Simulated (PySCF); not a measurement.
## Stretching TeO⁻

Set-up: basis Te def2-SVPD with ECP28, O def2-SVPD; scalar-relativistic core potentials; PySCF 2.14. Energies in eV from Te⁻ + O in their ground configurations at the same level. All curves are PBE0. state 1: ²Π (doublet), unpaired electrons π ↑; state 2: ⁴Σ⁻ (quartet), unpaired electrons σ ↑, π ↑↑, a second solution, started from another occupation.

```tsv
R (Å)	state 1	state 2
1.663	-2.041	-0.299
1.741	-2.815	-1.056
1.818	-3.231	-1.495
1.876	-3.374	-1.683
1.934	-3.413	-1.790
1.992	-3.373	-1.840
2.069	-3.233	-1.847
2.166	-2.972	-1.793
2.282	-2.602	-1.671
2.437	-2.114	-1.454
```

Problem. Put a parabola through the three lowest points of the state 1 curve and estimate Re, k and ωe (reduced mass 14.24 u; 1 eV/Å² = 0.16022 mdyn/Å; ωe = 1302.8·√(k/μ) cm⁻¹).

Solution. Through R = 1.876, 1.934, 1.992 Å the second-order coefficient is 11.7 eV/Å², so Re ≈ 1.934 Å, k ≈ 3.76 mdyn/Å and ωe ≈ 670 cm⁻¹. A polynomial fit of higher order to the unrounded PBE0 energies gives Re = 1.930 Å, k = 3.78 mdyn/Å, ωe = 672 cm⁻¹; anharmonicity and rounding make the difference.

The higher-order fit for each curve: state 1: Re = 1.930 Å, ωe = 672 cm⁻¹, De = 3.41 eV; state 2: Re = 2.039 Å, ωe = 413 cm⁻¹, minimum 1.85 eV below the ground-state fragments.

Spin–orbit coupling is left out, which matters for elements this heavy, above all for dissociation energies. For an ion De counts to the pair picked by the measured ionisation energies or electron affinities, which need not be the lowest pair at this level. The highest Kohn–Sham level is positive in this anion. Much of that is self-interaction error, but it also means that the finite basis helps to hold the extra electron. The state is the lowest determinant that a PBE0 search found; another state may lie lower at other levels.
